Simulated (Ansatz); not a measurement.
Two isomers of CH5GeNS: A = `N=[CH][GeH2][SH]`, B = `[NH2][GeH]1[CH2][S]1`.

Program: Ansatz. Geometries: PBE0-D4/def2-TZVP. ΔE: electronic, gas phase. CCSD(T)/CBS adds triple-zeta CCSD(T) − MP2 to the extrapolated MP2 energy (def2 sets, frozen cores). Functionals use def2-TZVPP. B3LYP here is the variant with VWN-RPA as its local correlation; programs differ in this. For Ge outer-core shells are correlated without core-valence functions, which leaves a few kJ/mol of doubt a bond. Scalar relativity is left out up to krypton. One conformer a species, not always the lowest.

A:

Z-matrix (Å, degrees):
```
Ge
C 1 1.964
S 1 2.227 2 108.5
H 1 1.537 2 111.1 3 113.6
H 1 1.533 2 109.2 3 -121.9
N 2 1.265 1 118.7 3 120.9
H 2 1.100 1 117.9 3 -57.5
H 3 1.343 1 94.2 2 -64.0
H 6 1.023 2 111.7 1 -178.8
```

B:

Z-matrix (Å, degrees):
```
Ge
C 1 1.913
S 1 2.201 2 53.4
N 1 1.821 2 119.1 3 109.4
H 1 1.524 2 123.0 3 -103.1
H 2 1.086 1 118.4 3 -107.3
H 2 1.085 1 119.6 3 107.1
H 4 1.011 1 113.9 2 -163.3
H 4 1.011 1 113.7 2 -37.8
```

Question: Which isomer does CCSD(T)/CBS put lower? Give the gap. (An estimate is asked.)

Answer: Computed: B, by 12.2 kcal/mol.

Question: Give E(B) − E(A) in kcal/mol with ωB97M-V, B2PLYP, PBE0-D4, CCSD(T)/def2-TZVPP, B3LYP-D4, CCSD/def2-TZVPP, PBE-D4. (An estimate is asked.)

Answer: Computed: ωB97M-V -10.5, B2PLYP -9.5, PBE0-D4 -12.8, CCSD(T)/def2-TZVPP -9.8, B3LYP-D4 -7.5, CCSD/def2-TZVPP -9.0, PBE-D4 -11.4. None reverses the order clearly.

Largest T1 diagnostic: 0.012.

In def2-TZVPP, CCSD(T) changes the Hartree–Fock value by −6.2 kcal/mol (the triples alone add −0.8 kcal/mol) and MP2 by −10.9 kcal/mol. From PBE to PBE0 (25 % exact exchange), in def2-TZVPP and without D4, E(B) − E(A) moves by −1.4 kcal/mol.
